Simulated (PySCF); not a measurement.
C3H6InNO3, SMILES C[O][In]([N]=C=O)[O]C.

Geometry optimised at B3LYP-D3(BJ)/def2-SVP. The def2 effective core potentials stand for the cores of In; spin–orbit coupling is left out. One conformer was computed; it need not be the lowest.

These are PBE/def2-SVP in PySCF values and carry that method's errors.

The molecule is in vacuum.

Computed frontier levels, gap, dipole moment and polarisability:
```yaml
highest_occupied_level: -6.19 eV
lowest_empty_level: -3.04 eV
orbital_gap: 3.15 eV
dipole_moment: 0.593 e·Å
quadrupole, principal values (traceless, Buckingham form, about the centre of nuclear charge): -15.63, 7.45, 8.18 D·Å
mean_static_polarisability: 84.4 bohr³ (12.50 Å³)
polarisability_principal_values: 51.0, 94.9, 107.2 bohr³
```
